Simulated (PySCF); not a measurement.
C₄H₄F₂, SMILES C1(F)=C(F)CC1. Atoms are numbered in the order given.

```xyz
10

F     -1.6080     0.0000    -1.1295
C     -0.6694     0.0000    -0.1956
C      0.6694     0.0000    -0.1956
F      1.6080     0.0000    -1.1295
C      0.7882     0.0000     1.3061
C     -0.7882     0.0000     1.3061
H      1.2415    -0.9002     1.7512
H      1.2415     0.9002     1.7512
H     -1.2415     0.9002     1.7512
H     -1.2415    -0.9002     1.7512
```
Charge 0, spin multiplicity 1.

Geometry: B3LYP-D3(BJ)/def2-SVP.

Two levels are set side by side: PBE/pcSseg-1 (PySCF) and PBE0/pcSseg-1 (PySCF). GIAO shifts against CFCl3 (¹⁹F), TMS (¹H), TMS (¹³C) at the same level; non-relativistic, no solvent, atoms listed together averaged. Differences are taken from unrounded values.

```
quantity                           PBE
------------------------------  ------
δ(¹⁹F) of F1, F4 (ppm)          -137.4
δ(¹³C) of C2, C3 (ppm)           133.0
δ(¹³C) of C5, C6 (ppm)            29.6
δ(¹H) of H7, H8, H9, H10 (ppm)    2.64
```

Problem. These are the PBE values. What does PBE0 give? (Estimate from the structure and the level; the computed values follow.)

Solution. 
```
quantity                          PBE0  PBE minus PBE0
------------------------------  ------  --------------
δ(¹⁹F) of F1, F4 (ppm)          -123.4           -14.1
δ(¹³C) of C2, C3 (ppm)           133.7            -0.7
δ(¹³C) of C5, C6 (ppm)            28.4             1.2
δ(¹H) of H7, H8, H9, H10 (ppm)    2.66           -0.02
```

Rough cost on one machine, each run with all the roots and properties that it gave: PBE0 against PBE within a factor of 2.
